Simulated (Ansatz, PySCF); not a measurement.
Breaking a bond: SMILES [SiH3]N([SiH3])[SiH3] (H9NSi3). The Si1–H13 bond (Si1 also carries H, H, N; H13 carries nothing else) is varied alone, starting from the PBE0/def2-SVP optimised geometry.

- RKS-BLYP = restricted BLYP/def2-SVP (Ansatz, a first-principles code)
- UKS-B3LYP/6-31G* = unrestricted B3LYP/6-31G*, spherical d (PySCF 2.14.0)
- RKS-B3LYP/6-31G* = PySCF 2.14.0 with restricted B3LYP/6-31G*, spherical d

Energies are in eV, each relative to the lowest point of its own curve near equilibrium.

| R / Å | RKS-BLYP | UKS-B3LYP/6-31G* | RKS-B3LYP/6-31G* |
|---|---|---|---|
| 1.21 | 1.114 | 1.080 | 1.080 |
| 1.32 | 0.359 | 0.325 | 0.325 |
| 1.41 | … | 0.059 | 0.059 |
| 1.43 | … | 0.031 | 0.031 |
| 1.49 | 0.000 | 0.000 | 0.000 |
| 1.55 | 0.019 | 0.034 | 0.034 |
| 1.59 | 0.059 | 0.086 | 0.086 |
| 1.69 | 0.232 | 0.286 | 0.286 |
| 1.79 | … | 0.554 | 0.554 |
| 1.96 | … | 1.086 | 1.086 |
| 2.18 | 1.628 | 1.803 | 1.803 |
| 2.44 | 2.357 | 2.592 | 2.592 |
| 2.78 | 3.145 | 3.387 | 3.466 |
| 3.16 | 3.801 | 3.811 | 4.225 |
| 3.64 | 4.362 | 4.016 | 4.906 |
| 4.33 | … | … | 5.501 |

**Question.** Complete the blanks.

**Answer.** 
- 1.41, RKS-BLYP: 0.077
- 1.43, RKS-BLYP: 0.045
- 1.79, RKS-BLYP: 0.474
- 1.96, RKS-BLYP: 0.962
- 4.33, RKS-BLYP: 4.819
- 4.33, UKS-B3LYP/6-31G*: 4.095

The restricted form behind RKS-BLYP, RKS-B3LYP/6-31G* keeps the bonding electrons paired and can't separate into open-shell fragments. The unrestricted determinant behind UKS-B3LYP/6-31G* is spin-contaminated at 2.78 to 4.33 Å (<S²> up to 1.0, against 0.00 for a pure singlet).
